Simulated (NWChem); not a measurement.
**Extrapolating the CCSD(T) correlation energy of CHF**

```
C
F 1 1.3023
H 1 1.1354 2 102.45
```
Charge 0, spin multiplicity 1.

All runs are NWChem calculations. The geometry was optimised at B3LYP/def2-SVP, a minimum by its harmonic frequencies.

The correlated methods keep 2 core orbitals frozen. The structure started from a generated list of species. Coupled-cluster values serve here as a point of comparison, not as the truth.

Worked example. The CCSD(T) correlation energy is -327.08 mHa in cc-pVDZ and -418.16 mHa in cc-pVTZ. The form E(X) = E∞ + A/X³ turns the pair into an estimate of the basis-set limit.

E∞ = (3³·(-418.16) − 2³·(-327.08))/(3³ − 2³) = -456.5 mHa. The larger basis holds 92 % of that, at about 10 times the processor time of the smaller one. This is a two-point estimate, and a rough one from so small a pair.
